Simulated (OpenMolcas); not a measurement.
Pt4+ among 5 point charges of -1.5 e arranged as a trigonal bipyramid (D3h), 2.21 Å from the ion, with the axial distance 2.055 Å.

- Program: OpenMolcas
- Method: CASSCF
- Basis: ANO-RCC-VDZP [7s6p4d2f]
- Scalar Hamiltonian: DKH2, point nucleus
- Active space: 6 electrons in 5 orbitals (5d)
- State averaging: 2S+1 = 5 even, 5 roots; 2S+1 = 3 even, 45 roots; 2S+1 = 1 even, 50 roots
- Spin-orbit coupling: state interaction with AMFI integrals over the reference wave functions

(1) What is the spin-free ground state (labels of D3, the rotations of D3h)?

(2) Where is the first state of the same spin?

(3) What are the lowest two levels with spin-orbit coupling?

(4) What is χT at 300 K?

Answers

(1) 5E, 2-fold in its orbital part, 100 % from free-ion D terms; it has the highest spin that d6 allows.

(2) 5E at 1710 cm-1 above the ground state.

(3) A 2-fold level E with g = 0.00, 0.00, 11.49, then a 1-fold level A1 1429 cm-1 above it. Their leading multiplicities are 5 (78 %) and 5 (83 %).

(4) 4.45 cm3 K/mol.

An orbital doublet at a regular site is open to a Jahn-Teller distortion, which this geometry leaves out. Without dynamic correlation the repulsion within the d shell is too large (B by tens of per cent), so at a given field states of lower spin stand too high. Point charges give a weaker field than real ligands, and real ions of this kind are as a rule low spin; the high spin found here belongs to the model. This is an electrostatic model: the charges have no orbitals. No measured value stands beside these numbers.

With an even number of electrons the g values are those of a degenerate or nearly degenerate non-Kramers pair.
